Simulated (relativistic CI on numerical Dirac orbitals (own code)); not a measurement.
**Mn⁴⁺ in a cubic cluster: 3s photoemission with charge transfer**

Computed with a charge-transfer multiplet model of a cubic metal-ligand cluster with up to 2 ligand holes, Slater and spin-orbit integrals from Dirac-Coulomb-Breit ions, Slater integrals scaled by 0.8. The ground state mixes d3 with configurations of k ligand holes L, whose averages lie at kΔ + k(k − 1)U_dd/2; a core hole lowers each added d electron by U_cd. 300 K, Lorentzian 1.4 eV and Gaussian 0.8 eV FWHM.

Atomic integrals in eV (Slater integrals scaled, ζ unscaled), ground: F2dd 9.878, F4dd 6.215, zeta_d 0.050; with the core hole: F2dd 10.619, F4dd 6.712, zeta_d 0.058, G2cd 10.306.

Cluster parameters (eV): U_dd = 5.9, U_cd = 6.9, 10Dq = 1.15, 10Dq(ligand) = 0.8, V(eg) = 2.35, V(t2g) = -1.26, final-state hopping factor = 1.

Weights, n_d and S are thermal averages at 300 K. Binding energies count from the first peak over 30 % of the highest in each spectrum, which can be another peak from case to case. The parameters are a model scan and need not match a compound or its usual spin state. Peaks in eV (height, largest 100): 0.0 (100), 4.6 (51), 10.6 (75), 15.7 (8), 22.2 (12).

Task: Which parameters give this spectrum?
A. Δ = 0.1 eV
B. Δ = -1.9 eV
C. Δ = 3.1 eV

Result: B. Δ = -1.9 eV; the ground state then has 4.05 d electrons and S = 1.50. The choice follows from running the model for each set and comparing peak positions and heights. Without intra-shell correlation the exchange splitting of the 3s hole comes out too large. The space is cut while the next configuration still counts.
